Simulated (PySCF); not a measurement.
Two species compared at the same levels of theory.

First species: C6H14O2Si.
InChI=1S/C6H14O2Si/c1-4-6(7)9-8-5(2)3/h5H,4,9H2,1-3H3

Second species: C6H6F3P.
SMILES: `FC(F)(F)Cp1cccc1`

Levels: PBE0/pcSseg-1 for dipole moment, HOMO energy, LUMO energy and HOMO–LUMO gap; GFN2-xTB for rotational constant A and rotational constant C. Geometries: GFN2-xTB. Each species is one conformer at its optimised geometry, gas phase, non-relativistic unless stated; the electronic structure was computed with PySCF and density fitting.

The conformers computed, where there is a choice (atom-mapped SMILES and torsion angles):
- `[CH3:1][CH2:2][C:3](=[O:4])[SiH2:5][O:6][CH:7]([CH3:8])[CH3:9]`: C1–C2–C3–O4 -2°, C2–C3–Si5–O6 -2°, C3–Si5–O6–C7 -179°, Si5–O6–C7–C8 156°
- `[F:1][C:2]([F:3])([F:4])[CH2:5][p:6]1[cH:7][cH:8][cH:9][cH:10]1`: F1–C2–C5–P6 61°, C2–C5–P6–C7 -83°

Values for the first species:

```
Dipole moment         : 3.60 D
HOMO energy           : -6.66 eV
LUMO energy           : -0.86 eV
HOMO–LUMO gap         : 5.80 eV
Rotational constant A : 2.376 GHz
Rotational constant C : 0.568 GHz
```

Q: Estimate the same properties for the second species, and the change in each.

A: 
```tsv
property	first	second	second less first
dipole moment	3.60 D	2.76 D	-0.84 D
HOMO energy	-6.66 eV	-7.10 eV	-0.44 eV
LUMO energy	-0.86 eV	-1.61 eV	-0.75 eV
HOMO–LUMO gap	5.80 eV	5.49 eV	-0.31 eV
rotational constant A	2.376 GHz	2.703 GHz	+0.327 GHz
rotational constant C	0.568 GHz	0.649 GHz	+0.081 GHz
```

On the first: The dipole equals about 12.0 × 10⁻³⁰ C·m (1 D = 3.33564 × 10⁻³⁰ C·m).

On the second: A dipole of 2.76 D is allowed in C1, and pure rotational transitions are dipole-allowed. The dipole equals about 9.2 × 10⁻³⁰ C·m (1 D = 3.33564 × 10⁻³⁰ C·m).
